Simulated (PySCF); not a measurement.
# C4H10ClSi2: g tensor and hyperfine couplings

C₄H₁₀ClSi₂ (doublet state).
Z-matrix (Å and degrees, GFN2-xTB geometry), rows numbered from 1:
```
C 
C   1  1.5245
Si  2  1.9011  1  112.76
Cl  3  2.0400  2  109.09  1   -56.71
C   3  1.9182  2  116.37  1   175.03
Si  5  1.9304  3   91.31  2  -120.84
C   3  1.9192  2  116.60  1    71.78
H   1  1.0889  2  110.86  3   179.18
H   1  1.0879  2  110.65  3   -60.67
H   1  1.0877  2  110.54  3    59.13
H   2  1.0898  1  109.25  3   121.61
H   2  1.0908  1  109.18  3  -122.20
H   5  1.0862  3  114.99  2    -1.35
H   5  1.0874  3  114.50  2   122.69
H   6  1.4686  5  114.90  3  -115.38
H   7  1.0868  3  115.05  2     1.36
H   7  1.0876  3  114.79  2  -122.99
```

The hyperfine couplings belong to this conformer and change with its torsions.

As a line formula: `CC[Si]1(Cl)C[SiH]C1` [radical].

Theory: UKS B3LYP, pcH-1 on C Cl H Si, non-relativistic, mean-field spin-orbit, GIAO (PySCF). Geometry: GFN2-xTB, one conformer, isolated molecule. The geometry wasn't refined by DFT: couplings that depend on bond lengths, twists or pyramidal angles can differ widely from those at the functional's own minimum, by a factor of two or more for some ions and for spin on atoms past the first row. Stability of the SCF solution: not tested.

| Property | Result |
| --- | --- |
| g1, g2, g3 | 2.00157, 2.00317, 2.00497 |
| g_iso | 2.00324 |
| Form of g | rhombic: the two nearest values differ by 47 % of g3 − g1 |
| ⟨S²⟩ | 0.7513 (exact 0.7500) |
| α and β electrons | 40, 39 |
| HOMO–LUMO gap, α and β orbitals | 5.66, 4.96 eV |
| Total energy | -1197.70270 Eh |

Hyperfine couplings atom by atom, in MHz; T1 to T3 are the principal values of the dipolar part; ρ(0) is the spin density at the nucleus:

```
atom  isotope   a_iso  of which spin–orbit      T1    T2    T3  Mulliken spin population  ρ(0) (bohr⁻³)
  C1      13C    -0.3                  0.0    -0.2  -0.1   0.3                      0.00        -0.0002
  C2      13C     8.4                  0.0    -1.2  -1.0   2.2                      0.01         0.0075
 Si3     29Si   -35.1                  0.0    -0.9   0.2   0.6                      0.01         0.0395
 Cl4     35Cl     3.4                  0.0    -1.1  -1.0   2.0                      0.00         0.0077
  C5      13C    14.6                  0.1    -6.0  -5.0  11.1                      0.02         0.0129
 Si6     29Si  -497.1                  1.0  -164.1  81.2  82.9                      0.89         0.5604
  C7      13C    15.0                  0.1    -6.0  -5.0  10.9                      0.02         0.0133
  H8       1H     0.9                  0.0    -0.4  -0.3   0.7                      0.00         0.0002
  H9       1H     0.0                  0.0    -0.6  -0.5   1.1                      0.00         0.0000
 H10       1H     0.1                  0.0    -0.5  -0.4   0.9                      0.00         0.0000
 H11       1H    -0.7                  0.0    -1.3  -0.3   1.7                      0.00        -0.0002
 H12       1H    -0.2                  0.0    -0.9  -0.5   1.4                      0.00         0.0000
 H13       1H    22.0                  0.0    -4.8  -3.1   8.0                      0.00         0.0049
 H14       1H    18.1                  0.0    -4.2   0.1   4.1                      0.01         0.0040
 H15       1H    76.3                  0.0    -8.7   1.0   7.7                      0.02         0.0171
 H16       1H    22.0                  0.0    -4.8  -3.1   7.9                      0.00         0.0049
 H17       1H    17.9                  0.0    -4.2   0.1   4.1                      0.01         0.0040
```

The largest Mulliken spin population is on Si6 (+0.89). The angles at Si6 add up to 318.1°, so it is pyramidal.

Under fast tumbling the dipolar parts average out, and these isotropic splittings remain: 1 × 1H (H15, I = 1/2, 2 lines) with 2.72 mT, 2 × 1H (H13/H16, I = 1/2, 3 lines) with 0.79 mT, 2 × 1H (H14/H17, I = 1/2, 3 lines) with 0.64 mT and 1 × 35Cl (Cl4, I = 3/2, 4 lines) with 0.12 mT.

Nuclei that the bonding pattern makes equivalent are averaged, as if the motion that swaps them (rotation, inversion, ring flip) were fast.

Main isotope only: 35Cl (natural samples also hold 24 % 37Cl, magnetic too, which adds its own pattern).

The 13C coupling of C5/C7 (mean 14.8 MHz) shows only in satellite lines or after enrichment, since that isotope makes up about 1.07 % of natural carbon.

The 29Si coupling of Si6 (-497.1 MHz) shows only in satellite lines or after enrichment, since that isotope makes up about 4.7 % of natural silicon.
